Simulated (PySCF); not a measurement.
## Ionisation energy of In⁴³⁺ by level of theory

In⁴³⁺ [He] 2s2 2p2 [2p1/2^2, M_J = 0] → In⁴⁴⁺ [He] 2s2 2p1 [2p1/2^1, M_J = 1/2], as a difference of total energies. All numbers are calculated (PySCF 2.14, the two-component X2C-1e Hamiltonian, in an even-tempered Gaussian basis (17 s from 22 bohr⁻², ratio 2.4; 12 p from 29 bohr⁻², ratio 2.4; 5 d from 96 bohr⁻², ratio 2.6; 4 f from 140 bohr⁻², ratio 2.6)). Correlated levels: nothing frozen; the 32 highest virtual spinors dropped. "Screened" scales the spin-orbit matrix elements by Boettger's factors to mimic the two-electron term; Breit and QED terms are absent.

| method | ionisation energy (eV) |
| --- | --- |
| GHF (spin-free) | 7077.7 |
| GMP2 (spin-free) | 7077.4 |
| GHF (screened spin-orbit) | 7213.3 |
| GMP2 (screened spin-orbit) | 7215.7 |

Problem. How much does correlation contribute at GMP2 (screened spin-orbit)?

Solution. 7215.7 − (7213.3) = 2.4 eV, measured against GHF (screened spin-orbit).

For this ion Breit and QED terms and the two-electron picture change, all absent here, outweigh the correlation shift from GHF to GMP2.

The spin-free rows relax to the high-spin LS determinant and lack the spin-orbit shift.

The labels give the starting determinants; with spin-orbit coupling the two ends relaxed to ⟨J²⟩ = 0.00, ⟨L²⟩ = 1.33, ⟨S²⟩ = 1.33 and ⟨J²⟩ = 0.75, ⟨L²⟩ = 2.00, ⟨S²⟩ = 0.75.

For comparison: 7196 ± 8 eV (semi-empirical (NIST evaluation); NIST Atomic Spectra Database, ionization energies).
